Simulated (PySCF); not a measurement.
SMILES [Cr+3](<-[OH2])(<-[OH2])(<-[OH2])(<-[OH2])(<-[OH2])<-[OH2] (H12CrO6 (cation, charge +3)), quartet, GFN2-xTB optimised geometry.

```
19

Cr     0.00     0.00     0.00
O      2.09     0.00     0.00
H      2.68    -0.78     0.00
H      2.68     0.78     0.00
O      0.00     2.09     0.00
H      0.00     2.68    -0.78
H      0.00     2.68     0.78
O      0.00     0.00     2.09
H     -0.78     0.00     2.68
H      0.78     0.00     2.68
O      0.00     0.00    -2.09
H      0.78     0.00    -2.68
H     -0.78     0.00    -2.68
O      0.00    -2.09     0.00
H      0.00    -2.68     0.78
H      0.00    -2.68    -0.78
O     -2.09     0.00     0.00
H     -2.68    -0.78     0.00
H     -2.68     0.78     0.00
```

Density from unrestricted PBE0/def2-SVP in PySCF 2.14.0 at that geometry.

Minimum of the electron density along straight lines between bonded atoms, close to the bond critical point (lines longer than 1.1 times the sum of covalent radii, or with two minima, are not listed):

| bond | length / Å | ρ at the minimum / e bohr⁻³ | ∇²ρ there / e bohr⁻⁵ | position (fraction from the first atom) |
|---|---|---|---|---|
| Cr1–O2 | 2.092 | 0.059 | 0.34 | 0.48 |
| O2–H3 | 0.974 | 0.329 | -2.79 | 0.84 |
| O2–H4 | 0.973 | 0.329 | -2.79 | 0.84 |
| Cr1–O5 | 2.092 | 0.059 | 0.34 | 0.48 |
| O5–H6 | 0.973 | 0.329 | -2.79 | 0.84 |
| O5–H7 | 0.973 | 0.329 | -2.79 | 0.84 |
| Cr1–O8 | 2.092 | 0.059 | 0.34 | 0.48 |
| O8–H9 | 0.973 | 0.329 | -2.79 | 0.84 |
| O8–H10 | 0.974 | 0.329 | -2.79 | 0.84 |
| Cr1–O11 | 2.092 | 0.059 | 0.34 | 0.48 |
| O11–H12 | 0.974 | 0.329 | -2.79 | 0.84 |
| O11–H13 | 0.974 | 0.329 | -2.79 | 0.84 |
| Cr1–O14 | 2.092 | 0.059 | 0.34 | 0.48 |
| O14–H15 | 0.974 | 0.329 | -2.79 | 0.84 |
| O14–H16 | 0.974 | 0.329 | -2.79 | 0.84 |
| Cr1–O17 | 2.092 | 0.059 | 0.34 | 0.48 |
| O17–H18 | 0.973 | 0.329 | -2.79 | 0.84 |
| O17–H19 | 0.973 | 0.329 | -2.79 | 0.84 |
